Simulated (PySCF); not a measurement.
**Run times: ytterbium in x2c-TZVPall-2c**

Measured wall times of calculations with PySCF 2.14 in x2c-TZVPall-2c (11s11p10d4f1g, 131 functions), with two-component X2C-1e, run from one Python driver. Hardware: 1 thread of Neoverse-V1 on a shared host, 3 GiB allowed. The two-electron integrals over 131 functions were computed once and kept in memory (16 CPU seconds with the set-up); the times below exclude them.

Launch command (the driver calls PySCF for each step listed in the task file):

```bash
OMP_NUM_THREADS=1 python sorun2.py TASK.json OUT
```

| species | step | iterations | wall time (s) |
| --- | --- | --- | --- |
| Yb³⁺ [Xe] 4f13 | GHF, spin-free | 7 | 13 |
| Yb³⁺ [Xe] 4f13 | GMP2 (39 electrons), spin-free |  | 24 |
| Yb³⁺ [Xe] 4f13 | GHF, screened spin-orbit | 8 | 15 |
| Yb³⁺ [Xe] 4f13 | GMP2 (39 electrons), screened spin-orbit |  | 20 |
| Yb⁴⁺ [Xe] 4f12 | GHF, spin-free | 7 | 13 |
| Yb⁴⁺ [Xe] 4f12 | GMP2 (38 electrons), spin-free |  | 19 |
| Yb⁴⁺ [Xe] 4f12 | GHF, screened spin-orbit | 10 | 29 |
| Yb⁴⁺ [Xe] 4f12 | GMP2 (38 electrons), screened spin-orbit |  | 23 |

Peak memory of the process: 0.86 GiB. Times on a shared host vary from run to run.
